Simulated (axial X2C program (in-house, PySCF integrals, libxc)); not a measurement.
# Spin–orbit effects along a row: molecules with C, HF

All values come from calculations with an in-house relativistic program for diatomic molecules, spin-free (one-electron X2C) or two-component (2c: spin–orbit coupling with atomic mean-field Coulomb and Gaunt terms, which also bring small scalar terms), in Dyall basis sets with cores contracted in-house; open shells are unrestricted.

Basis sets: As dyall-cv3z, C dyall-v3z, Cu dyall-cv3z, Ga dyall-cv3z, Ge dyall-cv3z, K dyall-cv3z, Se dyall-cv3z.

```tsv
molecule	spin-free state	Re (Å)	ωe (cm⁻¹)	De (eV)	2c state	Re 2c (Å)	ωe 2c (cm⁻¹)	De 2c (eV)
KC	M_S = 3/2, Λ = 0	2.584	358.7	1.45	Ω = 3/2	2.584	358.7	1.45
CuC	M_S = 3/2, Λ = 0	1.933	523.0	n/a	Ω = 3/2	1.933	522.6	n/a
GaC	M_S = 3/2, Λ = 0	2.027	544.2	2.26	Ω = 3/2	2.027	543.9	n/a
GeC	M_S = 1, Λ = 1	1.865	671.7	2.04	Ω = 2	1.867	669.8	n/a
AsC	M_S = 1/2, Λ = 0	1.747	809.6	1.98	Ω = 1/2	1.748	808.9	1.98
CSe	M_S = 0, Λ = 0	1.648	1156.6	2.88	Ω = 0	1.649	1154.2	n/a
```

Each entry is the lowest single determinant of a limited PBE0 search at one distance. De goes to single-determinant-based atoms at the same level (for ions the charge split of lowest energy) and is withheld (n/a) where an atom does not fit its ground term or J level. Main or longest-lived isotopes. One determinant is a doubtful description, or other states lie close, for KC, CuC, GaC, GeC, AsC; these need not be ground states, and all values refer to the states named. Some open-shell Ω = 0 determinants are out of reach, so the Ω given for GeC need not be the lowest component. With several unpaired electrons the Ω given is that of one determinant, not necessarily of the lowest component. Some light 2c atoms are not at their ground J level, so De misses part of their lowering (0.04 eV or less).
